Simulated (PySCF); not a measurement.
PySCF job for BrCdHS, SMILES [Cd]([Br])[SH], IEF-PCM-B3LYP/def2-SVP. Geometry optimised at PBE0-D3(BJ)/def2-TZVP. The def2 effective core potentials stand for the cores of Cd; spin–orbit coupling is left out. The values are those of a single conformer.

```python
import numpy as np
from pyscf import gto, scf, dft
from pyscf.solvent import pcm

mol = gto.M(
    atom='''
    Cd    0.01141323   -0.44689215   -0.00000000
    Br   -0.00847826    1.96402458    0.00000000
    S     0.06408308   -2.77574601    0.00000000
    H    -1.27642494   -2.87810086    0.00000000
    ''',
    basis='def2-SVP',
    ecp={'Cd': 'def2-svp'},
    charge=0,
    spin=0,
    max_memory=1600,
    verbose=3,
)
mf = dft.RKS(mol, xc='b3lyp').density_fit(auxbasis='def2-universal-jkfit')
mf.grids.level = 3
mf.conv_tol = 1e-9
mf.max_cycle = 100
mf.kernel()
res = {}
for name, eps in {'water': 78.355, 'acetone': 20.493, 'dichloromethane': 8.93}.items():
    s = mf.PCM()
    s.with_solvent.method, s.with_solvent.eps, s.with_solvent.lebedev_order = 'IEF-PCM', eps, 29
    s.kernel(mf.make_rdm1())
    res[name] = (s.e_tot, eps, s.dip_moment(), s.mo_energy, s.converged)
    print(f'{name}: electrostatic solvation free energy {(s.e_tot - mf.e_tot) * 627.509474:.3f} kcal/mol')
```

It prints:

```
converged SCF energy = -3140.42228494038

WARN: PCM is an experimental feature. It is still in testing.
Features and APIs may be changed in the future.

converged SCF energy = -3140.4438942912
Dipole moment(X, Y, Z, Debye): -1.11988, -1.29272, -0.00000
water: electrostatic solvation free energy -13.560 kcal/mol

WARN: PCM is an experimental feature. It is still in testing.
Features and APIs may be changed in the future.

converged SCF energy = -3140.44250706474
Dipole moment(X, Y, Z, Debye): -1.09715, -1.28380, -0.00000
acetone: electrostatic solvation free energy -12.690 kcal/mol

WARN: PCM is an experimental feature. It is still in testing.
Features and APIs may be changed in the future.

converged SCF energy = -3140.44026152299
Dipole moment(X, Y, Z, Debye): -1.06146, -1.26730,  0.00000
dichloromethane: electrostatic solvation free energy -11.280 kcal/mol
```

The run converged.

Cost: very roughly 17 core-seconds.
